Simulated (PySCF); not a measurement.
Species: Ge(tBu)2H2, C8H20Ge.
Geometry (PBE0-D3(BJ)/def2-SVP, Å), atoms numbered from 1 in this order:
```
atom  x, y, z in Å
Ge1   -0.901    0.101   -0.614
C2    -1.022    0.033    1.373
C3    -0.185   -1.115    1.932
C4    -2.497   -0.189    1.714
C5    -0.558    1.363    1.968
H6    -0.326   -1.194    3.026
H7    -0.466   -2.086    1.494
H8     0.892   -0.966    1.755
H9    -2.870   -1.149    1.322
H10   -3.138    0.610    1.309
H11   -2.640   -0.200    2.811
H12   -1.151    2.210    1.586
H13    0.500    1.572    1.751
H14   -0.673    1.349    3.067
C15    0.904   -0.023   -1.446
C16    1.419   -1.460   -1.358
C17    1.886    0.931   -0.767
C18    0.738    0.368   -2.915
H19    2.398   -1.547   -1.865
H20    1.559   -1.792   -0.318
H21    0.733   -2.170   -1.846
H22    2.074    0.653    0.282
H23    1.527    1.973   -0.781
H24    2.860    0.911   -1.289
H25    0.396    1.408   -3.027
H26    0.015   -0.282   -3.435
H27    1.703    0.275   -3.447
H28   -1.548    1.436   -1.064
H29   -1.748   -1.063   -1.189
```

Method: TDDFT CAM-B3LYP/def2-SVPD, vertical, gas phase, core orbitals frozen in the response (PySCF 2.14.0, density-fitted response routines). Relativistic effects, spin–orbit coupling among them, are left out although an element past zinc is present.

Excitation energies and transition dipoles (atomic units, axes of the coordinates) of those of the lowest 15 singlets that add 0.02 au or more to the mean polarisability:

```tsv
state	ΔE (hartree)	μx	μy	μz
S1	0.2563	0.162	-0.001	-0.235
S2	0.2748	-0.279	0.033	-0.193
S3	0.2830	-0.668	-0.031	0.962
S4	0.2864	-0.466	0.054	-0.332
S5	0.2925	-0.170	-0.040	0.242
S7	0.3049	-0.090	0.012	-0.070
S8	0.3077	-0.875	0.045	0.660
S9	0.3077	-0.111	0.048	-0.826
S10	0.3092	0.642	-0.076	0.463
S11	0.3137	0.011	-0.506	-0.102
S12	0.3171	-0.203	0.654	0.409
S13	0.3186	-0.587	0.105	0.874
S14	0.3217	-0.385	-0.505	0.481
```

Task: What does each state add to αxx, αyy and αzz, and how do the sums compare with the full static tensor?

Result: Each state adds 2 μα² / ΔE.

```json
{"state": "S1", "αxx (au)": "0.20", "αyy (au)": "0.00", "αzz (au)": "0.43"}
{"state": "S2", "αxx (au)": "0.57", "αyy (au)": "0.01", "αzz (au)": "0.27"}
{"state": "S3", "αxx (au)": "3.16", "αyy (au)": "0.01", "αzz (au)": "6.53"}
{"state": "S4", "αxx (au)": "1.52", "αyy (au)": "0.02", "αzz (au)": "0.77"}
{"state": "S5", "αxx (au)": "0.20", "αyy (au)": "0.01", "αzz (au)": "0.40"}
{"state": "S7", "αxx (au)": "0.05", "αyy (au)": "0.00", "αzz (au)": "0.03"}
{"state": "S8", "αxx (au)": "4.98", "αyy (au)": "0.01", "αzz (au)": "2.83"}
{"state": "S9", "αxx (au)": "0.08", "αyy (au)": "0.02", "αzz (au)": "4.44"}
{"state": "S10", "αxx (au)": "2.67", "αyy (au)": "0.04", "αzz (au)": "1.39"}
{"state": "S11", "αxx (au)": "0.00", "αyy (au)": "1.63", "αzz (au)": "0.07"}
{"state": "S12", "αxx (au)": "0.26", "αyy (au)": "2.70", "αzz (au)": "1.06"}
{"state": "S13", "αxx (au)": "2.16", "αyy (au)": "0.07", "αzz (au)": "4.79"}
{"state": "S14", "αxx (au)": "0.92", "αyy (au)": "1.59", "αzz (au)": "1.44"}
{"state": "all 15 states", "αxx (au)": "16.8", "αyy (au)": "6.1", "αzz (au)": "24.5"}
{"state": "full response", "αxx (au)": "131.1", "αyy (au)": "119.5", "αzz (au)": "140.7"}
{"state": "share (%)", "αxx (au)": "13", "αyy (au)": "5", "αzz (au)": "17"}
```

The rest comes from the higher roots of the same response equations.

Task: Give the full tensor and its principal values.

Result: In au, rows and columns x, y, z:
```
x   131.1  -0.5 -12.3
y    -0.5 119.5   0.2
z   -12.3   0.2 140.7
```
Principal values 119.5, 122.7 and 149.1 au; mean 130.4 au (19.33 Å³).

Task: By how much does the contribution of these states grow at 589.3 nm?

Result: With ω = 0.0773 hartree each state's term in the mean polarisability goes from f / ΔE² to f / (ΔE² − ω²), f = (2/3) ΔE |μ|²; the sum over all 15 states goes from 15.78 to 16.88 au, a rise of 1.10 au.

Hardware: an AMD EPYC 7R43 with 2 threads, shared host with 256 logical CPUs at a one-minute load of 36. Cost: 2.2 min wall, 4.9 min CPU (with the writing of density and orbital grids), 3.2 GiB resident at most.
